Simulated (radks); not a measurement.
Results of a calculation; reference values are marked as such.
Problem. The table gives one normalised radial function P(r) = r R(r) (large component) of Hf+ in [Xe] 4f14 5d1 6s2 (r in bohr). Code: a radial shooting solver on a logarithmic mesh with Libxc functionals. Model: Dirac Kohn-Sham, BLYP, spin-unpolarised, spherical densities, point nucleus; open shells fill j = l - 1/2 first.

r	P
0.003711	0.0103
0.005854	0.0230
0.009237	0.0488
0.01457	0.0962
0.02299	0.1670
0.03628	0.2310
0.05724	0.1929
0.0903	-0.0503
0.1425	-0.3255
0.2248	-0.1018
0.3547	0.4603
0.5596	0.1687
0.8829	-0.7565
1.393	-0.9256
2.198	-0.4074
3.467	-0.0665
5.471	-0.0028
8.632	0.0000

Which n and l does it have? It may be an empty orbital.

Solution. n = 5, l = 1: the number of nodes gives n - l - 1 = 3, the rise at small r points to l (this Dirac orbital starts as r^gamma with gamma = sqrt((l + 1)^2 - (Z/c)^2) = 1.93; the j = 3/2 orbital of l + 1 starts with the same power, but with a smaller coefficient, and then steepens), and the extent must fit the shell. The curve is that of 5p3/2; the two j differ most near the nucleus, where j = l - 1/2 has the larger amplitude, and in heavy atoms j = l - 1/2 is also the more compact. 5p3/2: eigenvalue -42.162 eV, 3 radial nodes at r = 0.0841, 0.243, 0.609 bohr, <r> = 1.37 bohr, 90 % of the charge inside 2.01 bohr.
